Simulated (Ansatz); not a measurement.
P2PdHBrF6⁺, that is trans-PdH(PF3)2Br with one electron fewer. The state is a doublet with charge 1. Geometry PBE0-D4/def2-SVP, that of the neutral singlet; atoms count from 1.

```xyz
11

Pd    0.016   -0.041   -0.030
H     0.515   -1.255   -0.872
P     1.276    1.294   -1.289
F     2.391    2.124   -0.560
F     0.545    2.436   -2.079
F     2.144    0.704   -2.464
Br   -0.780    1.893    1.313
P    -1.214   -1.446    1.184
F    -0.922   -1.507    2.724
F    -1.206   -2.991    0.874
F    -2.765   -1.211    1.199
```

In the def2 sets Pd takes a core potential; there is no spin–orbit coupling.

Question: Estimate the Mulliken populations from the PBE/def2-TZVP orbitals of Ansatz.

Answer: 
```
atom  charge (e)  spin (α − β)  d electrons
 Pd1       -0.22          0.26         8.75
  H2        0.12         -0.02            –
  P3        0.86         -0.01            –
  F4       -0.13          0.00            –
  F5       -0.13          0.00            –
  F6       -0.13          0.00            –
 Br7        0.15          0.77            –
  P8        0.86         -0.01            –
  F9       -0.13          0.00            –
 F10       -0.13          0.00            –
 F11       -0.13          0.00            –
```
Mulliken values depend strongly on the basis.

Question: Where does the spin sit?

Answer: Summed by element: Pd 0.26, H -0.02, P -0.02, F 0.00, Br 0.77, of 1 unpaired in all. Largest on single atoms: Br7 0.77, Pd1 0.26, H2 -0.02.

Question: And the Mayer bond orders between heavy atoms (over 0.3)?

Answer: Pd1–P3 0.86 (2.23 Å); Pd1–Br7 0.93 (2.49 Å); Pd1–P8 0.86 (2.23 Å); P3–F4 1.26 (1.57 Å); P3–F5 1.26 (1.57 Å); P3–F6 1.26 (1.58 Å); P8–F9 1.26 (1.57 Å); P8–F10 1.26 (1.58 Å); P8–F11 1.26 (1.57 Å).
